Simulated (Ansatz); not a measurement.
AsH2Me (CH5As). The state is a singlet with charge 0. Geometry PBE0-D4/def2-TZVP; atoms count from 1.

```xyz
7

As   -0.253    0.858    0.908
H    -0.789    1.747   -0.207
H    -1.598    0.160    1.068
C     0.536   -0.501   -0.284
H     1.445   -0.090   -0.723
H    -0.146   -0.802   -1.077
H     0.805   -1.372    0.314
```

(1) Estimate the Mulliken populations from the PBE0/def2-TZVP orbitals of Ansatz.

(2) And the Mayer bond orders between bonded heavy atoms (over 0.3)?

Answers

(1) 
```csv
atom,charge (e)
As1,-0.06
H2,0.04
H3,0.04
C4,-0.46
H5,0.14
H6,0.15
H7,0.14
```
Mulliken values and Mayer orders depend strongly on the basis.

(2) As1–C4 1.01 (1.97 Å).
